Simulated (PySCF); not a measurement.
**Spinor energies of P³⁺ (phosphorus, charge +3)**

Start: [Ne] 3s1 3p1; 3s1/2 filled at m_j = +1/2; 3p3/2 filled at m_j = +3/2. Calculated with PySCF 2.14 in x2c-TZVPall-2c with one added diffuse shell each of s, p type (6s7p2d1f, 44 functions): generalised Hartree-Fock with the X2C-1e Hamiltonian and a Gaussian nucleus; one run each with spin-orbit coupling (SO) switched off, then screened by Boettger's factors. This is a chosen level, not necessarily the ground level.

| spinor shell | electrons | ε, spin-free (eV) | ε, screened SO (eV) | weight of nominal j (screened SO) | rms radius, screened SO (bohr) |
| --- | --- | --- | --- | --- | --- |
| 1s1/2 | 2 | -2223.2 | -2223.2 | 1.000 | 0.120 |
| 2s1/2 | 2 | -244.96 | -244.97 | 1.000 | 0.559 |
| 2p3/2 | 4 | -186.74 | -186.45 | 0.940 | 0.537 |
| 2p1/2 | 2 | -186.74 | -187.36 | 0.879 | 0.537 |
| 3s1/2 | 1 | -53.755 | -53.759 | 0.999 | 1.79 |
| 3p3/2 | 1 | -42.774 | -42.744 | 1.000 | 1.97 |

| quantity | spin-free | screened SO |
| --- | --- | --- |
| E (hartree) | -339.10735 | -339.10666 |
| M_J | 2 | 2 |
| ⟨J²⟩ | 6.005 | 6.005 |
| ⟨L²⟩ | 2.005 | 2.005 |
| ⟨S²⟩ | 2.000 | 2.000 |

Each row is a mean over spinors that exchange with the open shell spreads, by up to 1.875 eV (2p3/2).

Rows whose weight is well below 1 are mixtures of j = l ± 1/2: exchange outweighs spin-orbit coupling there, and the label is only the starting occupation.

Without spin-orbit coupling the j labels of p, d and f shells carry no meaning; the spin-free column gives the mean over the occupied spinors of each nl shell.
